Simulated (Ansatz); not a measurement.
Abridged output of a molecular run in Ansatz:

```
Functional definition: HF
  name "HF"
  cite "Fock, Z. Phys. 61, 126 (1930) doi:10.1007/BF01340294"
  parent pbe
  exchange = exact_x
  correlation = 0
1111 factors; integrals over basis functions are off by at most 1.2e-3 eV
mean field evaluation 1: about -23547.7431 eV, gradient 3.6e1 eV
mean field evaluation 2: about -23547.7459 eV, gradient 3.6e1 eV
mean field evaluation 4: about -23550.8806 eV, gradient 3.5e0 eV
mean field evaluation 8: about -23550.9215 eV, gradient 1.5e-4 eV
mean field -23550.92146968 eV, -865.4804006228 hartree, gradient 1.4e-6 eV, S^2 0.000000; 0 other end points of the search recorded, 0 dependent functions left out
13 core orbitals not correlated: weight in the atoms' cores, before any rotation towards them, 1.000 or more for the frozen orbitals, at most 0.000 for the correlated occupied ones
reference -23550.92146968 eV, -865.4804006228 hartree; 16, 16 occupied and 84, 84 virtual orbitals, 1111 factors
second order -19.08146233 eV of doubles, -0.00000000 eV of singles
cycle   1  -20.08870466 eV  change    -1.0e0 eV  update   9.2e-2
cycle   2  -20.54194478 eV  change   -4.5e-1 eV  update   2.6e-2
cycle   3  -20.64283910 eV  change   -1.0e-1 eV  update   1.2e-2
cycle   4  -20.64402951 eV  change   -1.2e-3 eV  update   2.4e-3
cycle   5  -20.64338317 eV  change    6.5e-4 eV  update   7.8e-4
cycle   6  -20.64336546 eV  change    1.8e-5 eV  update   2.2e-4
cycle   7  -20.64333352 eV  change    3.2e-5 eV  update   7.0e-5
cycle   8  -20.64332679 eV  change    6.7e-6 eV  update   2.2e-5
perturbative correction -0.50427380 eV, -0.0185317203 hartree
Total energy: -23572.06907026 eV, -866.2575606099 hartree
```

Its atoms:

```xyz
12

C     1.4629   -0.7157    0.0489
Si   -0.2440   -0.1722    0.5259
C    -1.3161    0.1790   -0.9451
F    -0.9276   -1.3417    1.3833
S    -0.2024    1.4763    1.8943
H     1.9860    0.0786   -0.4901
H     2.0489   -0.9658    0.9353
H     1.4202   -1.5941   -0.6010
H    -0.9143    1.0125   -1.5273
H    -2.3274    0.4430   -0.6299
H    -1.3711   -0.6954   -1.5996
H     0.3850    2.2956    1.0052
```

(1) Which basis set was used?
A. def2-TZVPPD
B. def2-SVP
C. cc-pV(Q+d)Z
D. cc-pV(T+d)Z

(2) Write the keys of the input that set method, charge and spin (a neutral closed shell needs none for the last two).

Answers

(1) B. It gives 113 functions.

(2) 
```yaml
correlation: {method: ccsd_t}
```
